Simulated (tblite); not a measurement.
Compound: C₆H₈NO (doublet state).
Bonds: C1–C2 (double), C2–C3, C3–C4, C4–C5, C2–O6, O6–C7, C7–N8, C1–N8, C3–C5. Hydrogens: H9 on C1; H10 on C3; H11, H12 on C4; H13, H14 on C5; H15, H16 on C7.
Bond orders are those of one Lewis drawing.

Computed with GFN2-xTB (tblite), gas phase: L-BFGS steps from a force-field or distance-geometry start until the largest atomic force falls under 0.01 eV/Å.

Step 44: E = -648.8161 eV
```
atom  x, y, z in Å  |  force x, y, z in eV/Å
C1      1.0437   -0.0246    1.2818   -0.017  -0.011  -0.006
C2      0.4315    0.1672    0.0457    0.023   0.018  -0.032
C3     -0.9549    0.2643   -0.3848    0.008   0.029   0.030
C4     -1.9310   -0.8312   -0.0048   -0.001  -0.015   0.013
C5     -2.0642    0.5235    0.6009   -0.001  -0.005   0.004
O6      1.4025    0.2342   -0.9048    0.035   0.022  -0.036
C7      2.6375    0.0606   -0.2035   -0.001   0.018  -0.013
N8      2.3534   -0.0887    1.1756   -0.013  -0.020  -0.012
H9      0.5695   -0.1059    2.2393   -0.041  -0.023   0.020
H10    -1.0514    0.6813   -1.3804   -0.009  -0.027   0.016
H11    -2.6402   -1.1486   -0.7527   -0.028   0.008   0.005
H12    -1.5562   -1.6293    0.6159   -0.003  -0.035   0.017
H13    -1.8028    0.6441    1.6406    0.021   0.012  -0.017
H14    -2.8811    1.1525    0.2813    0.023   0.013  -0.015
H15     3.2822    0.9340   -0.3847    0.001   0.004  -0.009
H16     3.1538   -0.8244   -0.6094    0.003   0.014   0.033
```

Step 45: E = -648.8166 eV
```
atom  x, y, z in Å  |  force x, y, z in eV/Å
C1      1.0410   -0.0269    1.2801   -0.015  -0.017  -0.012
C2      0.4311    0.1642    0.0424    0.024   0.029  -0.021
C3     -0.9556    0.2642   -0.3873    0.010   0.026   0.027
C4     -1.9301   -0.8311   -0.0043   -0.017  -0.014   0.028
C5     -2.0626    0.5235    0.6016    0.017   0.014  -0.005
O6      1.4034    0.2309   -0.9069    0.042   0.033  -0.011
C7      2.6378    0.0613   -0.2022   -0.001   0.013  -0.019
N8      2.3510   -0.0911    1.1764   -0.022  -0.009  -0.027
H9      0.5645   -0.1090    2.2370   -0.032  -0.022   0.005
H10    -1.0535    0.6818   -1.3823   -0.008  -0.028   0.014
H11    -2.6446   -1.1491   -0.7468   -0.019   0.007  -0.002
H12    -1.5514   -1.6275    0.6157   -0.005  -0.047   0.021
H13    -1.7973    0.6486    1.6398    0.016   0.001  -0.016
H14    -2.8796    1.1525    0.2822    0.020   0.010  -0.013
H15     3.2807    0.9376   -0.3805   -0.015  -0.009  -0.006
H16     3.1577   -0.8210   -0.6089    0.006   0.014   0.038
```

Step 46: E = -648.8171 eV
```
atom  x, y, z in Å  |  force x, y, z in eV/Å
C1      1.0380   -0.0296    1.2783   -0.010  -0.020  -0.019
C2      0.4312    0.1620    0.0387    0.016   0.035  -0.005
C3     -0.9560    0.2644   -0.3892    0.009   0.007   0.013
C4     -1.9295   -0.8312   -0.0032   -0.024  -0.008   0.038
C5     -2.0609    0.5238    0.6021    0.030   0.028  -0.012
O6      1.4050    0.2290   -0.9092    0.033   0.042   0.018
C7      2.6381    0.0625   -0.2010    0.000   0.005  -0.017
N8      2.3484   -0.0934    1.1768   -0.026   0.003  -0.031
H9      0.5590   -0.1133    2.2347   -0.017  -0.019  -0.024
H10    -1.0559    0.6814   -1.3839   -0.006  -0.025   0.008
H11    -2.6494   -1.1495   -0.7409    0.000   0.008   0.001
H12    -1.5470   -1.6266    0.6160   -0.014  -0.046   0.018
H13    -1.7919    0.6537    1.6387    0.010  -0.010  -0.011
H14    -2.8778    1.1527    0.2824    0.016   0.008  -0.010
H15     3.2799    0.9407   -0.3764   -0.027  -0.016  -0.003
H16     3.1611   -0.8176   -0.6079    0.011   0.009   0.036
```

Task: Estimate the geometry and energy of step 47. (The exact step hangs on the optimiser's Hessian estimate; all steps are aligned on step 46, rigid shifts and turns removed.)

Result: E = -648.8177 eV, largest force 0.061 eV/Å
```
atom  x, y, z in Å  |  force x, y, z in eV/Å
C1      1.0351   -0.0328    1.2763   -0.004  -0.019  -0.024
C2      0.4316    0.1610    0.0351   -0.001   0.035   0.010
C3     -0.9562    0.2645   -0.3904    0.004  -0.022  -0.009
C4     -1.9292   -0.8317   -0.0012   -0.020   0.003   0.043
C5     -2.0590    0.5246    0.6023    0.033   0.031  -0.013
O6      1.4072    0.2297   -0.9113    0.009   0.049   0.036
C7      2.6383    0.0642   -0.2002    0.001  -0.004  -0.005
N8      2.3457   -0.0954    1.1768   -0.021   0.009  -0.021
H9      0.5536   -0.1194    2.2321   -0.002  -0.016  -0.052
H10    -1.0585    0.6800   -1.3851   -0.004  -0.019  -0.005
H11    -2.6538   -1.1502   -0.7352    0.024   0.011   0.010
H12    -1.5430   -1.6267    0.6170   -0.028  -0.033   0.011
H13    -1.7870    0.6595    1.6373    0.006  -0.018  -0.002
H14    -2.8759    1.1530    0.2815    0.012   0.006  -0.005
H15     3.2800    0.9428   -0.3728   -0.028  -0.009   0.000
H16     3.1634   -0.8144   -0.6064    0.018  -0.005   0.027
```

The energy changes by -0.0006 eV. The first-order estimate −F·Δx gives -0.0008 eV and the mean of the old and new forces, exact on a quadratic surface, -0.0006 eV. The step makes an angle of 72° with the force vector and moves no atom by more than 0.009 Å.

What follows is the cost of the whole relaxation. Hardware: AMD EPYC 9B14, one thread, on a shared host. Cost: 0.42 s.
